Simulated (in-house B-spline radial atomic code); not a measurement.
Rb⁻. Computed with a B-spline radial atomic code. Model: all-electron spherical atom, spin shells full or empty, radial basis limit, no spin-orbit coupling: exact exchange with a local potential (Slater, KLI or optimised effective potential, whose far tail is KLI's), no correlation.

Anion configuration assumed.

The run also made RPA and GW results, which its time includes.

The Slater potential averages the orbital exchange potentials with the orbital densities as weights, KLI adds orbital constants, and the optimised effective potential minimises the exact-exchange energy among local potentials. So their energies lie above Hartree-Fock in the order OEP, KLI, Slater. All fall off as −1/r, unlike LDA and GGA exchange.

Command:
```bash
python run_gw.py task.json out
```
Settings (lengths in bohr, energies in hartree):
```
Z                      37
electrons              38
configuration          [Kr] 5s2
hamiltonian            nr
method                 kli
lmax                   9
spin_polarised         False
box_radius             60
intervals              83
ion_configuration      [Kr] 5s1
```

Run time, properties included: 10 s on 1 thread of Intel(R) Xeon(R) 6975P-C (Granite Rapids), on a shared host.

Given: hamiltonian non-relativistic; mean-field start exchange-only KLI.

Computed: energy above Hartree-Fock 15.905 millihartree; virial ratio -E/T less 1 0.000497.

```
radius (bohr)  r times exchange potential (hartree bohr)
      0.00135                                  -0.039019
      0.00176                                  -0.050795
       0.0023                                  -0.066216
      0.00301                                  -0.086306
      0.00393                                   -0.11194
      0.00513                                   -0.14457
       0.0067                                    -0.1856
      0.00874                                   -0.23568
       0.0114                                   -0.29488
       0.0149                                   -0.36157
       0.0195                                   -0.42998
       0.0254                                   -0.48844
       0.0332                                   -0.52489
       0.0433                                   -0.52915
       0.0566                                   -0.52565
       0.0739                                   -0.59168
       0.0964                                   -0.73758
        0.126                                   -0.87212
        0.164                                   -0.90998
        0.215                                   -0.83526
         0.28                                   -0.87036
        0.366                                    -1.1281
        0.478                                    -1.2958
        0.624                                          ?
        0.815                                    -0.9139
         1.06                                   -0.79267
         1.39                                          ?
         1.81                                   -0.97534
         2.37                                   -0.82817
         3.09                                   -0.59984
         4.04                                   -0.56734
         5.27                                   -0.72883
         6.88                                   -0.84495
         8.99                                    -0.9233
         11.7                                   -0.96876
         15.3                                    -0.9903
           20                                   -0.99781
```

Problem. What belongs in the row 0.624?

Solution. r times exchange potential (hartree bohr): -1.2136.

Problem. What belongs in the row 1.39?

Solution. r times exchange potential (hartree bohr): -0.94892.

```
occupied  level (hartree)  Hartree-Fock level (hartree)
      1s          -541.45                       -551.34
      2s          -71.296                       -74.937
      2p          -64.726                       -67.794
      3s          -10.569                       -12.021
      3p                ?                             ?
      3d                ?                             ?
      4s          -1.0227                       -1.4111
      4p         -0.48213                      -0.69754
      5s        -0.009381                    -0.0095312
```

Problem. What belongs in the row 3p?

Solution. level (hartree): -8.1902; Hartree-Fock level (hartree): -9.3753.

Problem. What belongs in the row 3d?

Solution. level (hartree): -3.8992; Hartree-Fock level (hartree): -4.6199.

The highest level, 5s, differs from Hartree-Fock by +0.0041 eV and the deepest, 1s, by +269 eV: a local potential can match the highest level but can't give each shell its own exchange.
